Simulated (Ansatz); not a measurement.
Start from `CC(C)C` and change one atom or group to get `C[CH](C)[Ge][F]`.

Ansatz, PBE0-D4/def2-TZVP geometries, multiplicity 1. Each molecule was computed in one conformer, which needn't be the lowest.

Scalar relativity is left out up to krypton.

| property | `CC(C)C` |
| --- | --- |
| HOMO–LUMO gap (PBE/def2-TZVPP) / eV | 7.97 |
| HOMO energy (PBE/def2-TZVPP) / eV | -7.59 |
| size of the dipole moment (PBE/def2-TZVPP) / D | 0.14 |
| LUMO energy (PBE0/def2-TZVPP) / eV | 1.17 |
| HOMO energy (PBE0/def2-TZVPP) / eV | -8.97 |
| HOMO–LUMO gap (B3LYP/def2-TZVPP) / eV | 9.63 |

(1) Give the same properties after the change, and the shifts. (Estimate.)

## Answers

(1) Computed: 
```tsv
property	`C[CH](C)[Ge][F]`	shift
HOMO–LUMO gap (PBE/def2-TZVPP) / eV	2.16	-5.81
HOMO energy (PBE/def2-TZVPP) / eV	-5.33	2.26
size of the dipole moment (PBE/def2-TZVPP) / D	1.97	1.83
LUMO energy (PBE0/def2-TZVPP) / eV	-2.36	-3.53
HOMO energy (PBE0/def2-TZVPP) / eV	-6.42	2.55
HOMO–LUMO gap (B3LYP/def2-TZVPP) / eV	3.64	-5.99
```

With PBE0 the HOMO rises by 2.55 eV and the LUMO falls by 3.53 eV, so the gap narrows by about 6.08 eV. PBE moves the HOMO by 2.26 eV and ωB97M-V by 2.77 eV. The zero-point energy changes by -97.3 kJ/mol with -6 modes. Dipoles are sizes alone; their direction can turn.

B3LYP here is the variant with VWN-RPA as its local correlation; programs differ in this.
